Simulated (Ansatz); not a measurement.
Species: F3Ga, SMILES `[F][Ga]([F])[F]` (charge 0, multiplicity 1).

Q: Give a relaxed geometry from PBE-D3(BJ)/def2-TZVP run with Ansatz (a quantum-chemistry and plane-wave program).

A: the end point of this relaxation (outside a Z-matrix the atoms follow the SMILES, hydrogens last).
Z-matrix (Å, degrees):
```
Ga
F 1 1.7461
F 1 1.7461 2 120.02
F 1 1.7461 2 120.01 3 -179.97
```
